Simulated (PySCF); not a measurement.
SMILES B[SiH2][SiH2]C#C, GFN2-xTB optimised geometry. Atoms within 1.6 Å of the plane z = 0.0 Å (x, y, z in Å): B1 (2.07, 0.32, -0.80), Si2 (1.42, -1.31, 0.00), Si3 (-0.92, -1.31, 0.00), C4 (-1.55, 0.43, 0.00), C5 (-1.92, 1.57, 0.00), H7 (2.26, 1.29, -0.16), H8 (1.83, -1.57, 1.40), H9 (1.81, -2.57, -0.67), H10 (-1.51, -1.93, -1.19), H11 (-1.53, -1.95, 1.18), H12 (-2.26, 2.57, 0.00).

Method: PBE/def2-TZVP in PySCF. Cells within 0.4 Å of a nucleus heavier than hydrogen are left out (blank, or x).

Map of the deformation density (molecule minus spherical neutral atoms) (e/bohr³) on the plane z = 0.0 Å:

```
|111111111111111111111111111|
|111111111111111111111111111|
|111111111111111111111111111|
|111111000111111111111111111|
|111110000001111111111111111|
|111100000001111111111111111|
|111100032000111111111111111|
|111100176100111111000111111|
|11110015x000011100000011111|
|1111000xxx11000000110001111|
|111100039831000001351001111|
|111110138x20000001231001111|
|11111001xxx0000001110000111|
|111110001642100011210000111|
|111110001442011112311000111|
|111110000111012101211001111|
|1111100000xx1331xx000001111|
|1111100000xx1221xx000001111|
|111111000000011101100001111|
|111111000000001012210011111|
|111111100000000011110111111|
|111111110000000001101111111|
|111111111100000000011111111|
|111111111111111111111111111|
|111111111111111111111111111|
|111111111111111111111111111|
|111111111111111111111111111|
```
Scale: ten equal steps from -0.016 (start of '0') to 0.134 (end of '9'), in the order '0123456789'; x runs from -5.00 to 5.00, y from -5.00 (bottom) to 5.00 (top).
